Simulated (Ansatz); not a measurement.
Basis-set series for C4H9AlClN, SMILES `CC#[N+][Al-]([CH3])([CH3])[Cl]`. Total charge 0; spin multiplicity 1. Geometry: relaxed with PBE0-D4/def2-TZVP.

```json
{"functional": "PBE0-D4", "basis": "def2-SVP", "functions": "151", "energy (Eh)": "-914.43282", "HOMO (eV)": "-6.69", "LUMO (eV)": "-0.84"}
{"functional": "PBE0-D4", "basis": "def2-TZVPP", "functions": "365", "energy (Eh)": "-914.91266", "HOMO (eV)": "-6.82", "LUMO (eV)": "-0.91"}
{"functional": "ωB97M-V", "basis": "def2-SVP", "functions": "151", "energy (Eh)": "-914.80024", "HOMO (eV)": "-8.88", "LUMO (eV)": "1.39"}
{"functional": "ωB97M-V", "basis": "def2-TZVPP", "functions": "365", "energy (Eh)": "-915.29057", "HOMO (eV)": "-9.02", "LUMO (eV)": "1.27"}
```

(1) Give the rows for def2-QZVPP. (Best estimate.)

## Answers

(1) Computed: 
```json
{"functional": "PBE0-D4", "basis": "def2-QZVPP", "functions": "695", "energy (Eh)": "-914.94586", "HOMO (eV)": "-6.85", "LUMO (eV)": "-0.95"}
{"functional": "ωB97M-V", "basis": "def2-QZVPP", "functions": "695", "energy (Eh)": "-915.32221", "HOMO (eV)": "-9.05", "LUMO (eV)": "0.53"}
```

Positive LUMOs are unbound and depend on the basis.
